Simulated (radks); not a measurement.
Values are calculated unless marked as measured or tabulated.
The mean radii <r> (bohr) of the occupied orbitals of an atom or ion are listed with their occupations. Code: a radial shooting solver on a logarithmic mesh with Libxc functionals. Model: scalar-relativistic Kohn-Sham, SCAN, spin-unpolarised, spherical densities, finite nucleus; meta-GGA in the generalised Kohn-Sham scheme; Fermi nuclear charge, rms radius of each element as measured or else 0.836 A^(1/3) + 0.57 fm.

| orbital | occ. | <r> |
|---|---|---|
| 1s | 2 | 0.02274 |
| 2s | 2 | 0.09695 |
| 2p | 6 | 0.08547 |
| 3s | 2 | 0.2545 |
| 3p | 6 | 0.2530 |
| 3d | 10 | 0.2310 |
| 4s | 2 | 0.5792 |
| 4p | 6 | 0.6132 |
| 4d | 10 | 0.6715 |
| 5s | 2 | 1.410 |
| 5p | 6 | 1.643 |
| 4f | 6 | 0.9913 |

Name the element and its charge.

Answer. Z = 62, samarium, charge +2: Sm2+ in [Xe] 4f6. The 1s radius gives Z: for a bare nucleus <r> = (2 gamma + 1)/(2Z) with gamma = sqrt(1 - (Z/c)^2), 0.02245 bohr for Z = 62, and screening makes it slightly larger (0.02274 here). The occupations add up to 60, and the charge is Z minus that.
